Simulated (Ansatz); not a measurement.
A nudged elastic band was laid between two geometries of ClF$_{2}$H$_{3}$HfOS (9 atoms, charge 0, multiplicity 1).

All numbers below come from RKS revPBE-D4/def2-SVP (Ansatz 0.2.0).

* movable images: 5
* climbing image: yes
* spring: 5.0 eV/Å²
* optimiser: quadratic models (default)
* start path: through a guess of the saddle point
* force threshold: 0.03 eV/Å
* iteration limit: 60
* end points: relaxed

Image 0:

```xyz
9
Properties=species:S:1:pos:R:3
Hf -0.044 -0.050 0.200
F -0.025 -0.302 2.120
F 1.697 -0.230 -0.628
Cl -1.500 1.691 -0.592
O -0.942 -1.627 -0.412
H -1.380 -2.428 -0.725
S 1.409 2.416 1.054
H 2.267 1.865 1.961
H 0.542 2.809 2.028
```

Image 6:

```xyz
9
Properties=species:S:1:pos:R:3
Hf 0.202 0.316 -0.036
F 1.179 -0.375 1.969
F 1.859 -0.343 -0.754
Cl -0.476 1.663 -1.866
O -1.228 -0.932 0.200
H -1.777 -1.723 0.104
S 0.103 2.179 1.777
H 1.233 2.789 1.311
H 0.931 0.570 2.302
```

(1) Which bonds break or form, and what moves?

(2) Give the energies along the band, and the barrier.

The band took 40 iterations and roughly 23 core-minutes.

Answers

(1) Bonds broken: S7–H9.

(2) The run converged. The highest image is number 6 of 0 to 6, 83.2 kJ/mol above the first end and 0.0 kJ/mol above the last; the last end lies 83.2 kJ/mol above the first. The highest image is an end point: on this band no image between the ends rises above it. A vibrational analysis next to that end finds imaginary modes (42i cm⁻¹), so it isn't a minimum. Between wells the path still climbs a hump at image 3, 0.24 eV above the well before it. The orbitals stay closed-shell, which can raise the energy where a bond breaks towards radicals; this wasn't checked here.

```json
{"image": "0", "path coordinate (Å)": "0.00", "energy (kJ/mol)": "0.0", "S7–H9 (Å)": "1.36"}
{"image": "1", "path coordinate (Å)": "1.96", "energy (kJ/mol)": "2.7", "S7–H9 (Å)": "1.36"}
{"image": "2", "path coordinate (Å)": "3.91", "energy (kJ/mol)": "11.4", "S7–H9 (Å)": "1.36"}
{"image": "3", "path coordinate (Å)": "5.87", "energy (kJ/mol)": "23.6", "S7–H9 (Å)": "1.36"}
{"image": "4", "path coordinate (Å)": "7.82", "energy (kJ/mol)": "7.1", "S7–H9 (Å)": "1.36"}
{"image": "5", "path coordinate (Å)": "9.78", "energy (kJ/mol)": "83.2", "S7–H9 (Å)": "1.83"}
{"image": "6", "path coordinate (Å)": "9.91", "energy (kJ/mol)": "83.2", "S7–H9 (Å)": "1.88"}
```

The run took 6.2 min on 4 threads of Arm Neoverse V1, on a shared host, peak memory 0.2 GiB.
